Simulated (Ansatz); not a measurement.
Reaction (formal exchange of groups at the Si–C bond): `C=C[SiH](O)Cl` + `CBOC` → `CB[SiH](O)Cl` + `C=COC`

Gas-phase electronic energies from Ansatz, PBE0-D4/def2-TZVP geometries. CBS: MP2 limit from def2 TZ/QZ plus the TZ coupled-cluster correction, frozen cores. DFT in def2-TZVPP. B3LYP here is the variant with VWN-RPA as its local correlation; programs differ in this. Each species was taken in one conformer, which may not be the lowest.

`C=C[SiH](O)Cl`:

```xyz
10

C    -1.017   -1.274   -0.351
C    -0.568   -0.101   -0.791
Si    0.456    1.019    0.264
O     0.965    0.278    1.630
Cl    2.063    1.629   -0.876
H    -1.621   -1.932   -0.970
H    -0.803   -1.625    0.655
H    -0.814    0.208   -1.805
H    -0.259    2.234    0.702
H     1.598   -0.437    1.542
```

`CBOC`:

Z-matrix (Å, degrees):
```
C
B 1 1.560
H 1 1.091 2 113.4
H 1 1.096 2 110.3 3 122.2
H 1 1.096 2 110.1 3 -121.9
O 2 1.348 1 119.6 3 0.7
H 2 1.208 1 122.0 3 -179.3
C 6 1.411 2 122.3 1 179.9
H 8 1.094 6 111.4 2 0.3
H 8 1.092 6 109.0 2 121.1
H 8 1.092 6 109.1 2 -120.5
```

`CB[SiH](O)Cl`:

```xyz
11

C    -1.565   -0.541   -0.120
B    -0.264   -0.214   -0.899
Si    1.416    0.428   -0.005
O     1.610    0.017    1.574
Cl    1.134    2.484   -0.193
H    -2.483   -0.307   -0.664
H    -1.545   -1.643   -0.042
H    -1.635   -0.162    0.902
H    -0.258   -0.334   -2.093
H     2.718    0.105   -0.629
H     0.873    0.167    2.168
```

`C=COC`:

Cartesian coordinates in Å:
```
C -0.140 0.724 1.244
C 0.861 0.065 0.667
O 0.858 -0.576 -0.514
C -0.350 -0.551 -1.237
H -1.122 0.825 0.804
H 0.031 1.187 2.205
H 1.836 -0.018 1.135
H -0.175 -1.110 -2.154
H -1.158 -1.022 -0.668
H -0.640 0.477 -1.482
```

CCSD(T)/CBS gives +53.9 kcal/mol.

**Question.** Another level gave +55.1 kcal/mol. Which?
A. PBE/def2-TZVPP
B. B3LYP/def2-TZVPP
C. HF/def2-TZVPP
D. r2SCAN-D4/def2-TZVPP

**Answer.** C. HF/def2-TZVPP 55.1, PBE 48.4, r2SCAN-D4 51.0, B3LYP 52.2 kcal/mol.

Largest T1 diagnostic among the species: 0.012.

From PBE to PBE0 (25 % exact exchange), in def2-TZVPP and without D4, ΔE moves by +1.8 kcal/mol.
